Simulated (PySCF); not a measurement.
**Dipole moment and polarisability of `[SiH3]c1cnns1`**

C2H4N2SSi.
Atom-mapped SMILES: `[SiH3:1][c:2]1[cH:3][n:4][n:5][s:6]1` (hydrogens: H7, H8, H9 on Si1; H10 on C3)

Cartesian coordinates in Å at the GFN2-xTB level; atoms count from 1:
```xyz
10
C2H4N2SSi angstrom
Si    -1.7030   -0.0844    0.0259
C      0.1710   -0.1552    0.1072
C      1.1213    0.6769   -0.4433
N      2.3816    0.3161   -0.1757
N      2.4952   -0.7162    0.5289
S      1.0315   -1.3766    0.9536
H     -2.2026    0.0364    1.3953
H     -2.1688   -1.3250   -0.5938
H     -2.0454    1.0851   -0.7801
H      0.9282    1.5475   -1.0406
```

Level: PBE0/def2-SVPD (PySCF), static field, nuclei fixed, core orbitals frozen in the response. The polarisability tensor in these axes (au):

```
x    97.79   0.49   0.39
y     0.49  75.01 -12.85
z     0.39 -12.85  64.88
```

Problem. Diagonalise the tensor; give its mean and Δα, where Δα² is half the sum of the squared differences of the eigenvalues.

Solution. Principal values 56.12, 83.76 and 97.80 au; mean 79.22 au = 11.74 Å³ = 13.06 × 10⁻⁴⁰ C²·m²/J; Δα = 36.73 au (46 % of the mean).

Problem. What is the dipole moment, and where does it point?

Solution. (-3.54, 0.28, -0.25) D, 3.56 D in size, pointing from the negative to the positive side. Measured along this direction, the outermost atoms are N5 at the negative end and H9, H8 and H7 at the positive end.

Problem. In a dilute gas of rigid molecules at 500 K, how does the orientational term μ²/3kT compare with the electronic polarisability?

Solution. In Gaussian units μ²/3kT = 61.20 Å³ against 11.74 Å³, a ratio of 5.21; the Debye molar polarisation (4π/3)N_A(α + μ²/3kT) is 184.0 cm³/mol, leaving out the vibrational part.

Problem. Sum over states: ᾱ = Σ f/ω², ω in Eh. What share falls to these 8 lowest TDDFT singlets (eV, f)? 3.95, 0.0014; 5.40, 0.0186; 5.87, 0.1366; 6.11, 0.0000; 6.22, 0.0025; 6.32, 0.0570; 6.37, 0.0005; 6.78, 0.0018.

Solution. They add up to 4.62 au, 5.8 % of the 79.22 au; the largest single term is 2.93 au, from the state at 5.87 eV. Terms in order: 0.07, 0.47, 2.93, 0.00, 0.05, 1.06, 0.01, 0.03 au. Higher excitations give the rest. The strengths listed sum to 0.219.

Problem. What would n − 1 = 2πNα be for an ideal gas of these molecules at 400 K and 1 atm, electronic part alone?

Solution. N = p/kT = 1.8347 × 10¹⁹ cm⁻³, so n − 1 = 2π × N × 11.74 × 10⁻²⁴ cm³ = 1353 × 10⁻⁶ at long wavelengths, for an ideal gas.

Problem. Directions of the eigenvectors, and the extent of the frame along each?

Solution. Largest value along (1.00, 0.02, 0.00), where the nuclei span 4.68 Å; middle along (-0.01, 0.83, -0.56), 3.54 Å; least along (-0.01, 0.56, 0.83), 2.41 Å. The response follows the extents in order.

Isolated species at its GFN2-xTB geometry, gas phase.
